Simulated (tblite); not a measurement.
C7H11O (doublet state).
Geometry (GFN2-xTB, Å), atoms numbered from 1 in this order:
```xyz
19
C7H11O angstrom
O      2.307    1.866   -0.363
C      1.830    0.657   -0.803
C      0.560    0.113   -0.345
C     -0.764    0.740   -0.866
C     -1.774   -0.162   -0.127
C     -0.793   -1.055    0.632
C      0.213   -0.029    1.169
C      0.235   -1.388   -0.458
H      1.677    2.233    0.268
H      2.491    0.147   -1.476
H     -0.837    0.661   -1.950
H     -0.854    1.790   -0.591
H     -2.422    0.400    0.545
H     -2.400   -0.733   -0.812
H     -1.214   -1.826    1.273
H      1.022   -0.474    1.743
H     -0.190    0.840    1.688
H      1.047   -2.022   -0.110
H     -0.143   -1.748   -1.412
```

Calculated harmonic vibrations of the isolated species, GFN2-xTB (tblite), most abundant isotopes, no scaling. Errors from tens to a few hundred cm⁻¹ against measured bands are possible. One conformer, not necessarily the lowest. Open shells enter through the occupations alone, without spin polarisation, and single modes of such species can be off by tens of per cent. The optimisation stopped once no atom felt more than 0.01 eV/Å.

Lowest wavenumbers of the output (negative numbers stand for imaginary wavenumbers):
```
mode    cm-1
  1     -98.9
  2      52.1
  3     163.2
  4     287.9
  5     325.6
  6     406.8
  7     422.0
  8     470.8
```

Task: Is this structure a minimum?

Result: No. 1 mode is imaginary beyond 20i (99i cm⁻¹), so at this level the point lies at or near a first-order saddle.

Task: Which atoms move in the imaginary mode?

Result: 99i: H10 (hydrogen on carbon) 67 %, H9 (hydrogen on oxygen) 26 %. These are shares of the mass-weighted motion.

Task: What is the remedy?

Result: Step along that mode in both directions, optimise again with tighter thresholds and repeat the frequencies. The zero-point energy of this point (101.8 kcal/mol) counts the 50 real modes alone, and thermal corrections from it aren't those of a minimum.
